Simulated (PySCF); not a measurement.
Predicted microwave data (wB97X-D/def2-SVPD in PySCF (dipole) on a GFN2-xTB geometry, gas phase) for one isomer of C5H7FO2Si:

| Item | Value |
| --- | --- |
| Rotational constants | A = 2042, B = 1405, C = 1129 MHz |
| Dipole components | \|μa\| = 0.35 D, \|μb\| = 1.34 D, \|μc\| = 0.27 D |
| Inertial defect | -159.60 u·Å² |
| κ | -0.40 |

Problem. Which candidate fits, each taken in the one conformer that was computed?
A. `[CH3:1][O:2][C:3]1=[CH:4][Si@@H:5]([OH:6])[CH:7]=[C:8]1[F:9]` with C1–O2–C3–C4 1°, C4–Si5–O6–H 53°
B. `[O:1]=[C:2]=[C:3]([CH:4]=[O:5])[C@H:6]([SiH3:7])[CH2:8][F:9]` with C2–C3–C4–O5 -179°, C2–C3–C6–Si7 89°, C3–C6–C8–F9 65°
C. `[F:1][CH2:2][C:3]#[C:4][SiH:5]1[O:6][CH2:7][CH2:8][O:9]1` with C4–Si5–O6–C7 -126°, Si5–O6–C7–C8 15°, O6–C7–C8–O9 -17°, C7–C8–O9–Si5 12°
D. `[CH3:1][C@@:2]1([F:3])[CH:4]=[CH:5][O:6][SiH2:7][C:8]1=[O:9]` with C1–C2–C4–C5 175°, C4–C5–O6–Si7 -17°, C5–O6–Si7–C8 -4°, O6–Si7–C8–O9 -126°
E. `[O:1]=[C:2]([OH:3])[C@@H:4]1[CH:5]=[C:6]([F:7])[CH2:8][SiH2:9]1` with O1–C2–O3–H 2°, O1–C2–C4–C5 -145°

Solution. D. It is C[C@@]1(F)C=CO[SiH2]C1=O, an asymmetric top, point group C1. The candidates at the same level (rigid rotor, commonest isotopes):

| SMILES | A (MHz) | B (MHz) | C (MHz) | μa (D) | μb (D) | μc (D) | Δ (u·Å²) | point group | rotor |
| --- | --- | --- | --- | --- | --- | --- | --- | --- | --- |
| FCC#C[SiH]1OCCO1 | 4230 | 523.5 | 511.8 | 1.37 | 0.74 | 1.95 | -97.40 | C1 | near-prolate asymmetric top |
| C[C@@]1(F)C=CO[SiH2]C1=O | 2042 | 1405 | 1129 | 0.35 | 1.34 | 0.27 | -159.60 | C1 | asymmetric top |
| O=C=C(C=O)[C@H]([SiH3])CF | 1429 | 1264 | 852.8 | 0.86 | 0.07 | 0.66 | -160.97 | C1 | asymmetric top |
| COC1=C[Si@@H](O)C=C1F | 2172 | 1003 | 724.1 | 0.61 | 2.07 | 0.84 | -38.69 | C1 | asymmetric top |
| O=C(O)[C@@H]1C=C(F)C[SiH2]1 | 2293 | 1018 | 822.8 | 0.93 | 1.14 | 0.94 | -102.81 | C1 | asymmetric top |

`O=C(O)[C@@H]1C=C(F)C[SiH2]1` has B 28 % too low; `O=C=C(C=O)[C@H]([SiH3])CF` has A 30 % too low; `FCC#C[SiH]1OCCO1` has A 107 % too high; `COC1=C[Si@@H](O)C=C1F` has C 36 % too low. No structure here is proved a minimum.
